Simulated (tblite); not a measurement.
Run record: tight-binding relaxation, `C=C([CH2][GeH3])CB(O)O`.

Computed with GFN2-xTB geometry optimisation, gas phase (tblite 0.8.0). Start geometry: from a force field or distance geometry. The input is one job of a driver script: a line of settings, then coordinates in Å.

Command:
```bash
OMP_NUM_THREADS=1 python probes_run.py task.json out
```

Input:
```
{"job": {"kind": "relax", "xc": "GFN2-xTB", "basis": "xTB"}, "charge": 0, "multiplicity": 1}
C      0.182200    -1.590200    -1.558800
C      0.138300    -0.663800    -0.605100
C      1.285300    -0.654100     0.362600
Ge     2.242500     1.027300     0.360200
C     -0.939900     0.320100    -0.417200
B     -1.658500     0.184800     0.986800
O     -2.931900    -0.516100     1.025200
O     -1.517200     1.362100     1.863000
H      1.004200    -2.291200    -1.628100
H     -0.633500    -1.649100    -2.281700
H      1.996100    -1.454600     0.102800
H      0.941500    -0.831100     1.425100
H      1.294800     2.241100     0.239900
H      2.914200     1.109500     1.764300
H      3.401600     1.024300    -0.652700
H     -1.709400     0.208400    -1.230100
H     -0.529700     1.330400    -0.546600
H     -3.062700    -0.935800     0.131700
H     -2.427700     1.787200     1.991300
```

Output:
```
step      E/eV     max force
  0    -692.84800    4.032
  1    -693.34951    2.394
  2    -693.55521    1.931
  3    -693.63570    1.378
  4    -693.73429    0.680
  5    -693.77555    0.674
  6    -693.85687    0.797
  7    -693.93917    0.945
  8    -694.01865    0.705
  9    -694.06999    0.368
... (138 lines left out)
148    -694.31223    0.043
149    -694.31245    0.043
150    -694.31261    0.029
151    -694.31271    0.022
152    -694.31279    0.022
153    -694.31284    0.017
154    -694.31288    0.025
155    -694.31291    0.016
156    -694.31293    0.013
157    -694.31297    0.010
```

«max force» is the largest atomic force in eV/Å.

**Question.** From which step on does the largest force stay under 0.1 eV/Å, and how much energy is left to gain from there?

**Answer.** From step 69 (0.096 eV/Å), 19.0 meV above the end.

In short: energy lowered by 33.8 kcal/mol over 157 steps; largest atomic force 0.010 eV/Å at the end.

**Question.** Give the final coordinates.

**Answer.** 0.477 Å rms from the input after alignment:
```
atom  x, y, z in Å
C1     0.2214   -1.7570   -1.5435
C2     0.1534   -0.7665   -0.6662
C3     1.1377   -0.6260    0.4471
Ge4    1.9760    1.1596    0.5753
C5    -0.9212    0.2842   -0.7247
B6    -1.6677    0.4418    0.6836
O7    -2.8896   -0.0845    0.9582
O8    -1.0366    1.1185    1.6657
H9     0.9996   -2.5010   -1.5009
H10   -0.4925   -1.8638   -2.3434
H11    1.9322   -1.3669    0.3362
H12    0.6395   -0.8237    1.3979
H13    1.0893    2.3231    0.8396
H14    3.0134    1.1297    1.6601
H15    2.7230    1.4556   -0.6940
H16   -1.6124    0.0510   -1.5369
H17   -0.4347    1.2340   -0.9674
H18   -3.3169   -0.5721    0.2566
H19   -1.5236    1.1732    2.4891
```

**Question.** Estimate the wall time. Hardware: one thread, Arm Neoverse N1 (aarch64), shared host with 64 logical CPUs at a one-minute load of 58.

**Answer.** About 2.0 s.
Labels such as C1 count atoms from 1, the log's own numbers from 0.
